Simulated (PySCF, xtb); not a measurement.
AlCl, SMILES [Al][Cl] (connectivity only; charge and spin as stated), neutral, multiplicity 1.

GFN2-xTB in xtb at its own geometry gives an orbital gap of 2.70 eV and a dipole moment of 0.97 D.

Geometry: PBE0-D3(BJ)/def2-TZVPD.

Task: What does PBE/def2-TZVPD in PySCF give? (Estimate from the structure and the level; the computed values follow.)

Result: gap 3.69 eV (levels -6.09 and -2.40 eV), dipole 1.52 D.
